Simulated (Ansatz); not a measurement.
Cost and result for the atomization energy of C₂H₉BOSi (`COB(C)[SiH3]`) (14 atoms, 13 bonds).

Cartesian coordinates in Å:
```
C -0.146 0.568 2.035
O -0.108 1.098 0.730
B 0.000 0.362 -0.396
C 0.023 1.133 -1.758
Si 0.128 -1.685 -0.359
H 0.674 0.997 2.615
H -0.054 -0.522 2.040
H -1.092 0.847 2.504
H -0.790 0.788 -2.407
H -0.059 2.215 -1.637
H 0.944 0.908 -2.309
H 1.297 -2.169 0.433
H 0.267 -2.229 -1.739
H -1.084 -2.311 0.249
```

The species carries charge 0 and has multiplicity 1. The structure was optimised at the PBE0-D4/def2-TZVP level. It is one conformer, not always the lowest. Program: Ansatz. All runs use 4 threads of an Intel Xeon 6975P-C on a shared host. Times are those of one run each, without the atoms' runs, and a repeat can differ threefold. Electronic energies, without spin–orbit coupling; frozen cores. CCSD(T)/CBS adds CCSD(T) − MP2 in def2-TZVPP to the MP2 limit, and its time is that of the two runs behind it. T1 = 0.014. HSE06 is the plane-wave form, built on full-range PBE exchange.

CCSD(T)/CBS is a level of theory with its own doubt, some kJ/mol a heavy atom from the limit and from the frozen cores, so smaller differences don't rank the functionals.

```
                          level  functions  wall time
         LDA (SPW92)/def2-TZVPP        292      0.9 s
PBE-D4/def2-TZVPP (with forces)        292      1.7 s
             PBE0-D4/def2-TZVPP        292      1.9 s
            BHLYP-D4/def2-TZVPP        292        2 s
            HSE06-D4/def2-TZVPP        292      2.1 s
          r2SCANh-D4/def2-TZVPP        292      2.5 s
               CCSD(T)/def2-SVP        119      2.8 s
              B2PLYP/def2-TZVPP        292      3.5 s
             ωB97X-V/def2-TZVPP        292      4.4 s
              B97M-V/def2-TZVPP        292      4.5 s
                 MP2/def2-QZVPP        568       18 s
             CCSD(T)/def2-TZVPP        292    2.6 min
              CCSD(T)/CBS(def2)          –    2.9 min
```

What atomization energy does each give, and how far from CCSD(T)/CBS? (An estimate is asked.)

The calculation gave: 
| level | atomization (kcal/mol) | difference from CCSD(T)/CBS | per bond |
| --- | --- | --- | --- |
| LDA (SPW92)/def2-TZVPP | 1389.3 | 160.7 | 12.4 |
| PBE-D4/def2-TZVPP (with forces) | 1245.3 | 16.7 | 1.3 |
| PBE0-D4/def2-TZVPP | 1231.0 | 2.4 | 0.2 |
| BHLYP-D4/def2-TZVPP | 1206.8 | -21.8 | -1.7 |
| HSE06-D4/def2-TZVPP | 1231.7 | 3.1 | 0.2 |
| r2SCANh-D4/def2-TZVPP | 1229.3 | 0.7 | 0.1 |
| CCSD(T)/def2-SVP | 1175.0 | -53.6 | -4.1 |
| B2PLYP/def2-TZVPP | 1218.6 | -10.0 | -0.8 |
| ωB97X-V/def2-TZVPP | 1234.2 | 5.6 | 0.4 |
| B97M-V/def2-TZVPP | 1235.7 | 7.1 | 0.5 |
| MP2/def2-QZVPP | 1227.0 | -1.6 | -0.1 |
| CCSD(T)/def2-TZVPP | 1201.8 | -26.8 | -2.1 |
| CCSD(T)/CBS(def2) | 1228.6 | 0.0 | 0.0 |

From PBE to PBE0 (25 % exact exchange), in def2-TZVPP and without D4, the atomization energy moves by −13.4 kcal/mol: exact exchange takes away binding that semilocal exchange gives to molecules. At CCSD(T), def2-SVP lies −53.6 kcal/mol from the extrapolated value and def2-TZVPP −26.8 kcal/mol: correlation converges slowly with the basis, and small sets miss more of it in the bonded molecule than in its fragments. The D4 term adds +9.9 kcal/mol with B3LYP and +5.3 kcal/mol with PBE0; it sums over pairs of atoms, weighted by their polarisabilities, and B3LYP, whose exchange is more repulsive, gets the larger term.

B3LYP here is the variant with VWN-RPA as its local correlation; programs differ in this.
